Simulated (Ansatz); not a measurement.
CH₆O₃Sn (SMILES C[O][SnH]([OH])[OH]), singlet, geometry from GFN2-xTB (such geometries of metal compounds can be far from the true shape) (all electrons, no relativity); CASSCF(4,6)/STO-3G (Ansatz, an electronic-structure program).

Ansatz was given this input:
Ansatz 0.2 input:
```yaml
crystal:
  periodic: [false, false, false]
  atoms:
    - {symbol: Sn, position_ang: [0.25796594, -0.08395751, 0.31992320]}
    - {symbol: O, position_ang: [1.63294181, 1.21030378, -0.01916710]}
    - {symbol: O, position_ang: [0.71144146, -1.59587812, -0.77649374]}
    - {symbol: O, position_ang: [-1.32465576, 0.78011560, -0.43656852]}
    - {symbol: C, position_ang: [-2.55795450, 0.15831989, -0.70717505]}
    - {symbol: H, position_ang: [0.13541039, -0.56967519, 1.91149553]}
    - {symbol: H, position_ang: [1.30036910, 2.09472822, -0.18001703]}
    - {symbol: H, position_ang: [1.53251579, -1.48464891, -1.25802135]}
    - {symbol: H, position_ang: [-3.15310681, 0.89894834, -1.24200385]}
    - {symbol: H, position_ang: [-3.08096140, -0.12209745, 0.20821957]}
    - {symbol: H, position_ang: [-2.44261757, -0.72562860, -1.33494752]}
basis:
  gaussian:
    orbitals: STO-3G
hamiltonian:
  xc: hf
magnetization: {spin_polarized: false}
correlation: {active_space: {window: {electrons: 4, orbitals: 6}}}
```

**Question.** What does Ansatz print? Leave out banner, timings and long lists.

**Answer.** 
```
Functional definition: HF
742 factors; integrals over basis functions are off by at most 3.3e-5 eV
mean field evaluation 1: about -169406.6989 eV, gradient 3.3e1 eV
mean field evaluation 2: about -169406.8771 eV, gradient 3.3e1 eV
mean field evaluation 4: about -169410.9574 eV, gradient 1.6e0 eV
mean field evaluation 8: about -169410.9665 eV, gradient 4.0e-5 eV
mean field -169410.96654377 eV, -6225.7381896061 hartree, gradient 3.2e-6 eV, S^2 0.000000; 0 other end points of the search recorded, 0 dependent functions left out
reference -169410.96654377 eV, -6225.7381896061 hartree; 43, 43 occupied and 10, 10 virtual orbitals, 742 factors
state -169412.15204190 eV, -6225.7817558588 hartree
Total energy: -169412.15204190 eV, -6225.7817558588 hartree
```
